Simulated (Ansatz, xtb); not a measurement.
# Two structures of BrClCuHSi

Structure I is a singlet given by its coordinates and structure II is a singlet given by its coordinates. Both are isolated molecules in the gas phase, relaxed with B3LYP-D3(BJ)/def2-SVP.

I (Å):

```yaml
atoms:
  - { symbol: Br, position_ang: [-1.9741, -1.7824, 3.9073] }
  - { symbol: Cl, position_ang: [-4.5442, 0.9610, -0.6245] }
  - { symbol: Cu, position_ang: [-2.5241, -1.0305, 1.8713] }
  - { symbol: Si, position_ang: [-3.0102, -0.3351, -0.1442] }
  - { symbol: H, position_ang: [-2.4165, -0.6026, -1.4987] }
```

Close contacts (Å): Br1–Cu3 2.24, Cl2–Si4 2.06, Cu3–Si4 2.19, Si4–H5 1.50.

II (Å):

```xyz
5

Br    1.3782    0.3383    1.9578
Cl    0.4152   -0.7384   -3.7448
Cu    1.1683   -0.8134   -1.7763
Si    1.9846   -0.9374    0.2414
H     3.0265   -1.8061    0.8872
```

Close contacts (Å): Br1–Si4 2.22, Cl2–Cu3 2.11, Cu3–Si4 2.18, Si4–H5 1.50.

Quicker runs give these differences E(II) − E(I): GFN2-xTB +0.527 eV; HF/STO-3G +0.402 eV (at GFN2-xTB geometries); r2SCAN-D4/def2-SVP +0.199 eV (at GFN2-xTB geometries).

Task: Estimate E(II) − E(I) at the level CCSD(T)/def2-SVP + ΔMP2/def2-TZVPP.

Result: Calculated at CCSD(T)/def2-SVP + ΔMP2/def2-TZVPP: E(II) − E(I) = +0.185 eV, so structure I lies lower.

The same difference at several levels:

```tsv
level	geometry	E(II) − E(I) (eV)	departure from the last row (eV)	job, with rough time for the two
GFN2-xTB	GFN2-xTB	+0.527	+0.341	optimisation, 0.19 s
HF/STO-3G	GFN2-xTB	+0.402	+0.216	single point, 6.9 s
r2SCAN-D4/def2-SVP	GFN2-xTB	+0.199	+0.014	single point, 3.5 s
B3LYP-D3(BJ)/def2-SVP	B3LYP-D3(BJ)/def2-SVP	+0.224	+0.039	optimisation, 41 s
HF/def2-SVP	B3LYP-D3(BJ)/def2-SVP	+0.338	+0.153	part of the CCSD(T) run
MP2/def2-SVP	B3LYP-D3(BJ)/def2-SVP	+0.314	+0.129	part of the CCSD(T) run
CCSD(T)/def2-SVP	B3LYP-D3(BJ)/def2-SVP	+0.309	+0.124	single point
CCSD(T)/def2-SVP + ΔMP2/def2-TZVPP	B3LYP-D3(BJ)/def2-SVP	+0.185		single point, 35 s
```

The levels shown agree on the order. The largest departure from CCSD(T)/def2-SVP + ΔMP2/def2-TZVPP is that of GFN2-xTB, 0.341 eV. The last row adds to CCSD(T) the change of the MP2 difference between the two basis sets, here −0.124 eV.

With harmonic frequencies from B3LYP-D3(BJ)/def2-SVP (ideal gas, rigid rotor, one conformer each, 200 K, 1 atm): on the last row, ΔE + ΔZPE = +0.182 eV. A mode under 50 cm⁻¹ makes harmonic enthalpies and free energies unreliable, so none is given.

The T1 diagnostic of structures I and II is large, so the coupled-cluster value is less sure. The correlated steps freeze 24 core orbitals; the filled d shell of Br is correlated; the last core shell of Cu is correlated, in a basis made for valence electrons. Run with Ansatz 0.2.0, xtb 6.7.1; the last row on 1 thread of AMD EPYC 9R45 96-Core Processor (Zen 5) on a shared host.
